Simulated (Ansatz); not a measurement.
System: AsF2, charge 0, doublet. AsF2 (SMILES F[As]F, doublet).
B3LYP-D3(BJ)/def2-TZVP minimum from Ansatz (a first-principles code):
```
As
F 1 1.7444
F 1 1.7444 2 96.75
```
Charge 0, spin multiplicity 2.

Total energies in hartree (Ansatz). UHF or UKS for unpaired electrons; spin-orbit terms are left out. Cores are frozen in correlated methods (noble-gas shells, and filled d and f shells in the p block). No relativity.

```tsv
species	HF/cc-pVTZ	CCSD(T)/cc-pVTZ	HF/cc-pVQZ	CCSD(T)/cc-pVQZ	CCSDT(Q)/cc-pVTZ
1: AsF2 (SMILES F[As]F, doublet)	-2433.22736	-2433.87233	-2433.25194	-2433.95372	-2433.87389
2: As (quartet)	-2234.23714	-2234.32576	-2234.23956	-2234.33229	-2234.32641
3: F (doublet)	-99.40552	-99.62036	-99.41377	-99.65026	-99.62061
```

### Question
Work out the atomisation energy (electronic, to ground-state atoms) in kJ/mol: take Hartree-Fock from cc-pVQZ, extrapolate the CCSD(T) correlation energy as X^-3 (X = 3, 4), and add CCSDT(Q) - CCSD(T) in cc-pVTZ. 1 hartree = 2625.5 kJ/mol.

### Answer

Species 1: correlation (64·(-0.70178) - 27·(-0.64497))/37 = -0.74324; step -0.00156; E1 = -2433.25194 + (-0.74324) + (-0.00156) = -2433.99674
Species 2: correlation (64·(-0.09273) - 27·(-0.08862))/37 = -0.09573; step -0.00065; E2 = -2234.23956 + (-0.09573) + (-0.00065) = -2234.33594
Species 3: correlation (64·(-0.23649) - 27·(-0.21484))/37 = -0.25229; step -0.00025; E3 = -99.41377 + (-0.25229) + (-0.00025) = -99.66631
-1·E1 +1·E2 +2·E3 = 0.32818 hartree = 861.6 kJ/mol.
